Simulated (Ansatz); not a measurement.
`OB(Cl)Cl` + CH₃NH₂ → `CNB(Cl)Cl` + H₂O at 600 K and 1 bar (ligand exchange at a B–O bond).

Gas-phase electronic energies from Ansatz, PBE0-D4/def2-TZVP geometries. CCSD(T)/CBS is the MP2 limit (def2-TZVPP, def2-QZVPP) plus CCSD(T) − MP2 in def2-TZVPP, frozen cores. This one scheme is used for every species. One conformer a species, not always the lowest.

```csv
species,CCSD(T)/CBS energy (Eh),H − E (kJ/mol),S (J/(mol·K))
`OB(Cl)Cl`,-1020.26564,93.9,348.5
CH₃NH₂,-95.75281,199.3,283.8
`CNB(Cl)Cl`,-1039.64309,216.9,412.4
H₂O,-76.37941,76.8,212.8
```

H − E and S are ideal-gas, rigid-rotor, harmonic terms from PBE0-D4/def2-TZVP, for one conformer and one mirror image of each species. 1 Eh = 2625.50 kJ/mol, R = 8.31446 J/(mol·K).

Problem. By hand: ΔE, ΔH, ΔS and ΔG.

Solution. ΔE = (-1039.64309) + (-76.37941) − (-1020.26564) − (-95.75281) = -0.00405 Eh = -10.6 kJ/mol. Δ(H − E) = 216.9 + 76.8 − 93.9 − 199.3 = 0.5, so ΔH = -10.1 kJ/mol. ΔS = 412.4 + 212.8 − 348.5 − 283.8 = -7.1 J/(mol·K). ΔG = -10.1 − 600 × (-7.1)/1000 = -5.8 kJ/mol.

Problem. By hand: the equilibrium constant, and the temperature at which ΔG would vanish if ΔH and ΔS stayed fixed.

Solution. log₁₀ K = −ΔG/(RT ln 10) = 0.5. ΔG = 0 at ΔH/ΔS = 1423 K, though so small a ΔS makes that figure unsure.

TΔS isn't small against ΔH here. The sign of ΔG lies within the doubt. A doubt of 5 kJ/mol in ΔE shifts log₁₀ K by 0.4 here. Other conformers and mirror images would add mixing entropy, several J/(mol·K) or more a flexible species. These are equilibria of isolated gas molecules and say nothing of rates. Largest T1 diagnostic: 0.011 (customary marks: 0.02 for closed shells, 0.045 for open ones).
